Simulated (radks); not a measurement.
Question: Neutral europium: order these configurations by energy. Calculated with a radial shooting solver on a logarithmic mesh with Libxc functionals: Dirac Kohn-Sham, BLYP, spin-unpolarised, spherical densities, finite nucleus; Fermi nuclear charge, rms radius of each element as measured or else 0.836 A^(1/3) + 0.57 fm. Sub-shells are occupied by j as written (lower j first in brackets). [Xe] 4f(5/2: 5, 7/2: 1) 5d(3/2: 1, 5/2: 0) 6s2; [Xe] 4f(5/2: 5, 7/2: 1) 6s2 6p(1/2: 1, 3/2: 0); [Xe] 4f(5/2: 6, 7/2: 0) 5d(3/2: 1, 5/2: 0) 6s2; [Xe] 4f(5/2: 6, 7/2: 0) 6s2 6p(1/2: 1, 3/2: 0); [Xe] 4f(5/2: 6, 7/2: 1) 6s2.

Answer: From the lowest, in eV above it: [Xe] 4f(5/2: 6, 7/2: 1) 6s2 0.000; [Xe] 4f(5/2: 6, 7/2: 0) 5d(3/2: 1, 5/2: 0) 6s2 2.637; [Xe] 4f(5/2: 5, 7/2: 1) 5d(3/2: 1, 5/2: 0) 6s2 3.307; [Xe] 4f(5/2: 6, 7/2: 0) 6s2 6p(1/2: 1, 3/2: 0) 4.507; [Xe] 4f(5/2: 5, 7/2: 1) 6s2 6p(1/2: 1, 3/2: 0) 5.179.
